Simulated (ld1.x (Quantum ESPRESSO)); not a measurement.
**What the settings do to the TM potential of tantalum**

Base potential:

ld1.x (Quantum ESPRESSO) 7.5 input, shortened:

```
&input
   title='Ta', zed=73., rel=1, dft='PZ', iswitch=3,
   config='[Xe] 4f14 5d3 6s1.5 6p0.5'
 /
 &inputp
   pseudotype=2, tm=.true., lloc=2,
   nlcc=.false.
 /
3
6S  1  0   1.50   0.00  2.80  2.80  0.0
6P  2  1   0.50   0.00  3.05  3.05  0.0
5D  3  2   3.00   0.00  2.05  2.05  0.0
 &test
   configts(1)='5d3 6s1.5 6p0.5'
 /
```

All-electron outer shells of the reference configuration (LDA (PZ), scalar-relativistic, ld1.x):

```json
{"shell": "5p", "level (eV)": "-40.34", "outermost node (bohr)": "0.58", "outermost maximum (bohr)": "1.13"}
{"shell": "4f", "level (eV)": "-25.72", "outermost node (bohr)": "–", "outermost maximum (bohr)": "0.44"}
{"shell": "6s", "level (eV)": "-6.14", "outermost node (bohr)": "1.32", "outermost maximum (bohr)": "2.71"}
{"shell": "5d", "level (eV)": "-4.46", "outermost node (bohr)": "0.65", "outermost maximum (bohr)": "1.58"}
{"shell": "6p", "level (eV)": "-1.88", "outermost node (bohr)": "1.59", "outermost maximum (bohr)": "3.80"}
```

Cutoffs, loose and tight: the cutoffs (Ry, on a coarse ladder) from which the occupation-weighted sum of valence levels, in a spherical-Bessel basis at the reference potential, stays within 10 and 1 mRy of its value at 400 Ry. They do not see the model core or the augmentation charge, which bear on the density cutoff. Test errors are all-electron minus pseudo excitation energies from the reference, over the configurations 5d3 6s2 6p0; 5d3 6s1 6p0; 5d3 6s0 6p0; 5d3 6s1 6p1; 5d2 6s2 6p1; 5d3.5 6s1.5 6p0; 5d4 6s1 6p0 (two spin-polarised tests are not counted in the largest error). A dash means not determined; rows that change the core or the reference have their own tests. The largest error is taken over the tests solved by every variant that gives reliable tests at all: 5d3 6s0 6p0; 5d3 6s1 6p0; 5d3 6s2 6p0; 5d3.5 6s1.5 6p0; 5d4 6s1 6p0.

A true bound ghost makes a file unfit for plane-wave use even where its test errors are small: the radial tests pick states by their node count and pass the ghost by. Where a test does run into it, the solver fails or the error is huge.

| change | outcome | cutoff, loose | cutoff, tight | bound ghosts | largest test error (meV) |
| --- | --- | --- | --- | --- | --- |
| base | generated | 30 Ry | 35 Ry | s, p | +50 |
| wave 6s (bound): rc 2.80 bohr becomes 6s (bound): rc 3.06 bohr | generated | 30 Ry | 35 Ry | s, p | +48 |
| all radii scaled by about 0.91 (s 2.56, p 2.78, d 1.88 bohr) | generated | 30 Ry | 35 Ry | s, p | +49 |
| wave 5d (bound): rc 2.05 bohr becomes 5d (bound): rc 2.52 bohr | generated | 25 Ry | 30 Ry | s, p | +49 |
| reference 5d3 6s2 6p0 | generated | 30 Ry | 35 Ry | s, p | +182 over the solved tests; 1 of 9 tests not solved or not reliable |
| local potential the p channel | generated | 30 Ry | 35 Ry | none | -30 |
| core correction a·sin(br)/r model core inside 0.98 bohr | generated | 30 Ry | 35 Ry | s, p | -46 |

Task: What comes out with this change to the base: type RRKJ; local potential the s channel?

Result: outcome: generated; cutoff, loose: 25 Ry; cutoff, tight: 30 Ry; bound ghosts: none; largest test error (meV): +43.
